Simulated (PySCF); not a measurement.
**Identify the compound**

The spectra below were simulated for a compound C9H10.

1H NMR (400 MHz, computed): δ 7.54 (s, 1H), 6.48 (d, 1H), 6.04 (d, 1H), 5.35 (m, 1H), 5.34 (m, 1H), 3.92 (m, 1H), 3.87 (m, 1H), 1.92 (s, 3H).

13C{1H} NMR (computed): δ 141.2, 138.1, 131.2, 120.4, 119.4, 115.3, 106.3, 62.1, 19.7.

Level of theory: geometry from PBE0-D3(BJ)/def2-SVP, GIAO KT3/pcSseg-1 shieldings, in PySCF 2.14 (no solvent, equivalent nuclei averaged, non-relativistic Hamiltonian, single conformer).

δ = σ(ref) − σ, references computed at the same level: 1H (σref 31.32), 13C (σref 182.31) against TMS.

Problem. Propose a structure and justify it.

Solution. 
- The formula gives 5 degrees of unsaturation (1 ring in the answer).
- 9 carbon signals for 9 carbons: no two carbons are equivalent.
- Carbon types of the structure: 3 × C, 3 × CH, 2 × CH2, 1 × CH3, which accounts for all hydrogens.
- δC 141.2, 120.4, 106.3: alkene CH; the olefinic region.
- δC 138.1, 131.2, 115.3: fully substituted alkene carbon; the olefinic region.
- δC 119.4, 62.1: terminal =CH2 carbon.
- δC 19.7: allylic methyl carbon; a saturated carbon with 1 carbon neighbour and no heteroatom attached.
- δH 7.54, 6.48, 6.04: hydrogen on an alkene CH; attached to an sp2 carbon and in the plane of the double bond.
- δH 5.35, 5.34, 3.92, 3.87: hydrogen on a terminal =CH2 carbon; a vinylic proton, deshielded by the sp2 carbon and the C=C anisotropy.
- δH 1.92: hydrogen on an allylic methyl carbon; allylic position.

Structure: SMILES C1=C(/C=C/C(=C)C)C1=C.

The data come from this structure; uniqueness wasn't tested.

Shifts are as computed, not scaled to solution data. Of 1211 compounds with measured shifts, 218 miss one by over three times the rms of a fit or turn the order of signals round; such compounds aren't used in these exercises. Multiplicities follow the n + 1 count of equivalent neighbours, as no J values were calculated; m marks all less simple cases, F and P coupling included.
